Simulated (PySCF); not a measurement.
**Ti⁺: excitation energy**

Ti⁺ [Ar] 3d2 4s1 (4F) → Ti⁺ [Ar] 3d1 4s2 (2D), as a difference of total energies. Computed with PySCF 2.14 in def2-QZVPPD (11s6p5d3f2g, 93 functions), with no relativity, point nucleus. Correlated levels: valence and next inner shell: [Ne] frozen. The calculations carry no spin-orbit coupling.

| method | excitation energy (eV) |
| --- | --- |
| UHF | 4.082 |
| MP2 (valence and next inner shell) | 3.433 |
| SCS-MP2 (valence and next inner shell) | 3.237 |
| CCSD (valence and next inner shell) | 3.338 |
| CCSD(T) (valence and next inner shell) | 3.174 |

Question: How much does correlation contribute at CCSD(T) (valence and next inner shell)?

Answer: 3.174 − (4.082) = -0.908 eV, measured against UHF.

These non-relativistic numbers lack the scalar-relativistic shift.

Errors of the correlated levels include the incompleteness of this basis and the frozen core.

For comparison: 3.084 eV (measured; NIST levels, between the centres of gravity of the two terms).
